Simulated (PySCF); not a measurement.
A structure optimised at PBE-D3(BJ)/def2-SVP, used in a PySCF frequency run:

```xyz
9

Zn    -0.0670     0.6777     0.0000
N      0.2244     2.4865     0.0000
H      0.7353     2.8353     0.8217
H      0.7353     2.8353    -0.8217
S     -0.6740    -1.4137     0.0000
C      0.9737    -2.2425     0.0000
H      1.5657    -2.0011     0.9041
H      0.7775    -3.3324     0.0000
H      1.5657    -2.0011    -0.9041
```

Question: Write its SMILES, formula and point group.

Answer: C[S][Zn][NH2], CH5NSZn, Cs

Question: What are its rotational constants (standard atomic weights)?

Answer: 13.939, 1.8084, 1.6318 GHz
